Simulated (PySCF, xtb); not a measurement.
C2H8O2Si, SMILES C[Si@@H](CO)O. One conformer was computed; it need not be the lowest.

Harmonic wavenumbers (cm⁻¹) from GFN2-xTB run with xtb 6.7.1 at its own minimum, in rising order: 64, 111, 129, 198, 244, 282, 305, 392, 633, 650, 704, 747, 768, 787, 821, 853, 890, 1060, 1128, 1275, 1337, 1382, 1473, 1488, 1496, 2232, 2860, 2991, 3033, 3039, 3063, 3567, 3668.

Task: What does ωB97X-D3(BJ)/def2-SVP (PySCF) give at its own minimum? (Estimate from the structure and the level; the computed values follow.)

Result: 101, 144, 153, 207, 228, 280, 360, 473, 629, 672, 697, 748, 783, 843, 851, 910, 953, 1103, 1182, 1287, 1299, 1411, 1438, 1442, 1468, 2231, 3005, 3064, 3114, 3162, 3171, 3839, 3949. Paired by order, the mean absolute difference is 57 cm⁻¹ and the zero-point energies are 62.4 and 64.6 kcal/mol.
